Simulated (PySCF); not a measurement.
Correlation energy of Si²⁺ (silicon, charge +2)

[Ne] 3s1 4s1, high-spin 3S determinant (an excited configuration). Calculation: PySCF 2.14, in x2c-TZVPPall with one added diffuse shell each of s, p, d type (6s6p4d1f, 51 functions); the spin-free X2C one-electron Hamiltonian (Gaussian nucleus). Frozen: 1s2; 10 electrons correlated.

```csv
level,correlation energy (mhartree)
CCSD,-159.21
(T),-1.07
CCSD(T),-160.28
```

Diagnostics: T1 = 0.0050, D1 = 0.0200, largest double amplitude 0.060.

The outer electron is Rydberg-like, and this basis confines it to a smaller radius and binds it less than a complete one would.

Cost of the coupled-cluster step: about 6 core-seconds, for 10 correlated electrons.

Iterations:

```
CC2 = 0
CCSD nocc = (np.int64(6), np.int64(4)), nmo = (50, 50)
frozen orbitals [[0], [0]]
max_cycle = 100
direct = 0
conv_tol = 1e-08
conv_tol_normt = 1e-06
diis_space = 8
diis_start_cycle = 0
Init t2, MP2 energy = -0.152551460940163
Init E_corr(UCCSD) = -0.152551460970045
cycle = 1  E_corr(UCCSD) = -0.156753363092467  dE = -0.00420190212  norm(t1,t2) = 0.0316439
cycle = 2  E_corr(UCCSD) = -0.158312394777474  dE = -0.00155903169  norm(t1,t2) = 0.0152422
cycle = 3  E_corr(UCCSD) = -0.159244315388455  dE = -0.000931920611  norm(t1,t2) = 0.00782466
cycle = 4  E_corr(UCCSD) = -0.159216940260405  dE = 2.73751281e-05  norm(t1,t2) = 0.000459883
cycle = 5  E_corr(UCCSD) = -0.159206709238918  dE = 1.02310215e-05  norm(t1,t2) = 0.000114974
cycle = 6  E_corr(UCCSD) = -0.159211011430682  dE = -4.30219176e-06  norm(t1,t2) = 2.67333e-05
cycle = 7  E_corr(UCCSD) = -0.159210751034658  dE = 2.60396024e-07  norm(t1,t2) = 3.22209e-06
cycle = 8  E_corr(UCCSD) = -0.159210734760579  dE = 1.62740792e-08  norm(t1,t2) = 6.37548e-07
cycle = 9  E_corr(UCCSD) = -0.159210743781689  dE = -9.02111003e-09  norm(t1,t2) = 9.61373e-08
UCCSD converged
E(UCCSD) = -288.0935188011293  E_corr = -0.1592107437816891
UCCSD(T) correction = -0.00107073491598609
```

This basis was not built for core-valence correlation, so the inner-shell part is incomplete.
